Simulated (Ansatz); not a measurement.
C$_{2}$H$_{7}$BFNSi (`CB/N=C(/F)[SiH3]`). Charge 0, multiplicity 1.

```xyz
13

C    -0.5412   -1.9329   -1.4571
B    -1.1670   -0.9099   -0.4473
N    -0.4001   -0.2037    0.4457
C     0.2868    0.4636    1.2122
F     0.5599   -0.0112    2.4613
Si    1.0691    2.1616    0.8976
H    -0.9843   -2.9222   -1.3008
H    -0.8028   -1.6498   -2.4823
H     0.5436   -2.0236   -1.3853
H    -2.3486   -0.6996   -0.4157
H     2.5387    2.0400    1.0545
H     0.7100    2.5686   -0.4791
H     0.5359    3.1192    1.8964
```

(1) List the harmonic frequencies (cm⁻¹, unscaled) at PBE0-D4/def2-TZVP in Ansatz. (An estimate is asked.)

(2) Is this a minimum?

(3) Give the ideal-gas thermochemistry at 298.15 K and 1 bar (rigid rotor, harmonic oscillator; point group C1, symmetry number 1).

Results:

(1) Ansatz gave: 49, 78, 111, 124, 176, 219, 366, 437, 484, 610, 653, 693, 708, 811, 900, 935, 937, 942, 1013, 1048, 1082, 1294, 1332, 1456, 1459, 1958, 2245, 2254, 2270, 2587, 3040, 3102, 3140.

(2) Yes, all 33 modes are real.

(3) Zero-point energy 230.4 kJ/mol; H(298) − E = 255.8 kJ/mol; entropy 386.6 J/(mol·K), of which translation 166.7, rotation 117.5, vibration 102.4; G(298) − E = 140.6 kJ/mol. Modes under 100 cm⁻¹ are hindered rotations or soft bends, so the harmonic entropy is rough.
